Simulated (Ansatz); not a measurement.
Consider the atomization: `[SiH2]1[S][SnH2]1` → 4 H• + S• + Si• + Sn•.

Program: Ansatz. Geometries: PBE0-D4/def2-TZVP. ΔE: electronic, gas phase. CBS: MP2 limit from def2 TZ/QZ plus the TZ coupled-cluster correction, frozen cores. This one scheme is used for every species, atoms too. DFT in def2-TZVPP. No spin–orbit coupling; open shells (•) take unrestricted orbitals. Spin–orbit coupling would lower the free atoms: a little for S, Si; strongly for Sn. Elements past krypton have def2 core potentials. Bonds to Sn are less sure, by a few kJ/mol each and by 10 to 20 or more in all where they break to atoms, as the def2 sets lack core-valence functions.

`[SiH2]1[S][SnH2]1`:

```xyz
7

Si   -1.050    0.446    0.538
S    -0.959   -0.085   -1.507
Sn    1.152   -0.395   -0.208
H    -1.884   -0.396    1.431
H    -1.204    1.883    0.871
H     1.581   -2.040   -0.240
H     2.363    0.588   -0.885
```

Problem. What is ΔE at CCSD(T)/CBS? (An estimate is asked.)

Solution. The calculation gave: +441.9 kcal/mol.

Problem. What do these levels give: revPBE-D4, r2SCAN-D4, PBE0-D4, PBE, r2SCAN, r2SCAN0, CCSD(T)/def2-SVP, MP2/def2-TZVPP, CCSD/def2-TZVPP, CCSD(T)/def2-TZVPP, HF/def2-QZVPP, HF/CBS(def2)? (Best estimate.)

Solution. Computed: revPBE-D4 426.8, r2SCAN-D4 439.4, PBE0-D4 433.0, PBE 431.8, r2SCAN 438.4, r2SCAN0 432.5, CCSD(T)/def2-SVP 394.1, MP2/def2-TZVPP 421.3, CCSD/def2-TZVPP 416.5, CCSD(T)/def2-TZVPP 425.0, HF/def2-QZVPP 304.7, HF/CBS(def2) 304.9 kcal/mol.

Largest T1 diagnostic among the species: 0.014.

From r2SCAN to r2SCAN0 (25 % exact exchange), in def2-TZVPP and without D4, ΔE moves by −5.9 kcal/mol: exact exchange takes away binding that semilocal exchange gives to molecules. In def2-TZVPP, CCSD(T) changes the Hartree–Fock value by +121.2 kcal/mol (the triples alone add +8.5 kcal/mol) and MP2 by +117.5 kcal/mol; breaking electron pairs costs correlation energy, which Hartree–Fock lacks.

For atomizations the MP2-based limit and the directly extrapolated one differ by several kJ/mol either way, and by 10 to 25 for some Ge, Se and Sn compounds, so smaller differences from it don't rank the levels.
